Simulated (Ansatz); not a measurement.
**Eu(BH4)3 in a box, plane waves**

Ansatz 0.2.0, DFT PBE, spin-orbit coupling, plane waves, PAW, molecule in a box. The geometry was relaxed with Gaussian bases (PBE; Eu lcecp-1-SVP with ECP52, B def2-SVP, H def2-SVP).

```yaml
crystal:
  lattice:
    - [14.74, 0.0, 0.0]
    - [0.0, 15.42, 0.0]
    - [0.0, 0.0, 11.0]
  atoms:
    - { symbol: Eu, position: [0.44282972, 0.49976265, 0.50018091], spin: 6.0, spin_axis: [0.0, 0.0, 1.0] }
    - { symbol: B, position: [0.61217978, 0.50059079, 0.50018091] }
    - { symbol: H, position: [0.69442469, 0.49907134, 0.50018091] }
    - { symbol: H, position: [0.57806988, 0.46229442, 0.59127091] }
    - { symbol: H, position: [0.57806988, 0.46229442, 0.40909091] }
    - { symbol: H, position: [0.57984396, 0.5759572, 0.50018091] }
    - { symbol: B, position: [0.35740434, 0.63954215, 0.50018091] }
    - { symbol: H, position: [0.31765807, 0.70838716, 0.50018091] }
    - { symbol: H, position: [0.40915536, 0.63045331, 0.59127091] }
    - { symbol: H, position: [0.40915536, 0.63045331, 0.40909091] }
    - { symbol: H, position: [0.30529172, 0.57509014, 0.50018091] }
    - { symbol: B, position: [0.35890502, 0.35915435, 0.50018091] }
    - { symbol: H, position: [0.31640638, 0.29182879, 0.50018091] }
    - { symbol: H, position: [0.34126459, 0.40654021, 0.59127091] }
    - { symbol: H, position: [0.34126459, 0.40654021, 0.40909091] }
    - { symbol: H, position: [0.44335346, 0.34823995, 0.50018091] }
basis:
  ecutwfc: 420
  ecutrho_ratio: 4
kpoints:
  mp_grid: { grid: [1, 1, 1] }
hamiltonian:
  xc: pbe
scf:
  occupations: { method: gaussian, width: 0.01 }
output:
  forces: true
  eigenvalues: true
  populations: true
  hubbard: { sites: [{ species: Eu, l: f }] }
  write_density: true
  write_potential: true
  elf: true
  volumetric_format: npy
magnetization:
  noncollinear: true
  spin_orbit: true
```

Command:
```sh
ansatz run input.yaml --threads 4 --pin off --max-ram 8192MiB --backend cpu --events-out ev --progress --plain --runs-dir out
```
It took 3.4 min on 4 threads of Arm Neoverse V2, on a shared host, peak memory 4.2 GiB.

Problem. How does the SCF go?

Solution. 
```
SCF iter   1: F=—  HF=-9444.057740 eV  |F-HF|=—  |Δ(HF+E_count)|=         —  Δρ=5.90e-2
preconditioner: auto → Resta (q_TF=auto, 1.358 Å⁻¹)  ε∞=1.2  [insulator: Δε(μ)=0.056 eV  Ē_g=8.679 eV  σ=0.010 eV  W_gap=1.00  n_s
spin=Noncollinear: Resta preconditioning applied to the charge; magnetization (m_x, m_y, m_z) channels mix plain (no charge-respon
SCF iter   2: F=—  HF=-9430.666027 eV  |F-HF|=—  |Δ(HF+E_count)|=    1.34e1  Δρ=1.79e-2
SCF iter   3: F=—  HF=-9432.263843 eV  |F-HF|=—  |Δ(HF+E_count)|=    1.60e0  Δρ=1.53e-2
...
SCF iter  36: F=-9435.868257 eV  HF=-9435.868270 eV  |F-HF|=1.31e-5  |Δ(HF+E_count)|=   1.62e-6  Δρ=2.87e-5
SCF iter  37: F=-9435.868269 eV  HF=-9435.868270 eV  |F-HF|=3.98e-7  |Δ(HF+E_count)|=   2.50e-7  Δρ=4.03e-6
SCF iter  38: F=-9435.868269 eV  HF=-9435.868270 eV  |F-HF|=2.80e-7  |Δ(HF+E_count)|=   2.55e-9  Δρ=3.97e-6
SCF iter  39: F=-9435.868270 eV  HF=-9435.868270 eV  |F-HF|=5.75e-8  |Δ(HF+E_count)|=   1.99e-9  Δρ=1.97e-6
SCF iter  40: F=-9435.868270 eV  HF=-9435.868270 eV  |F-HF|=2.51e-8  |Δ(HF+E_count)|=  5.64e-11  Δρ=1.27e-6
```

Problem. Which levels lie next to the highest filled one (eV, counted from it)?

Solution. Filled: -0.91, -0.90, -0.83, -0.83, -0.76, -0.48, -0.30, -0.14, -0.12, 0.00. Empty: 0.01, 3.21, 3.75, 4.00, 4.02, 4.24, 4.33, 4.34.

Problem. How is the f shell of Eu1 filled?

Solution. Natural occupations, full = 1; spinor: 0.00, 0.00, 0.01, 0.01, 0.01, 0.01, 0.04, 0.47, 0.86, 1.00, 1.00, 1.00, 1.00, 1.00; in all 6.41 e. Spin moment (0.00, 0.00, 6.17) μB, orbital moment (0.00, 0.00, -0.85) μB.

Problem. What forces are left at this geometry, relaxed with Gaussian bases (eV/Å)?

Solution. 
```
Eu   0.00  0.00  0.00
B    0.27 -0.34  0.00
H   -0.34 -0.02  0.00
H    0.11  0.22 -0.13
H    0.11  0.22  0.13
H   -0.13 -0.11  0.00
B    0.16  0.40  0.00
H    0.19 -0.29  0.00
H   -0.24 -0.02 -0.13
H   -0.24 -0.02  0.13
H    0.16 -0.05  0.00
B   -0.43 -0.06  0.00
H    0.15  0.31  0.00
H    0.14 -0.20 -0.13
H    0.14 -0.20  0.13
H   -0.03  0.17  0.00
```

The open shells may stand above their lowest state.

Some levels are partly filled under the smearing.

A frequency check found unstable modes (1, the lowest at -21 cm⁻¹), so the relaxed geometry is a saddle point, or these are noise. An lcecp potential fixes the number of 4f electrons, so in runs with it no electron can move into or out of that shell.
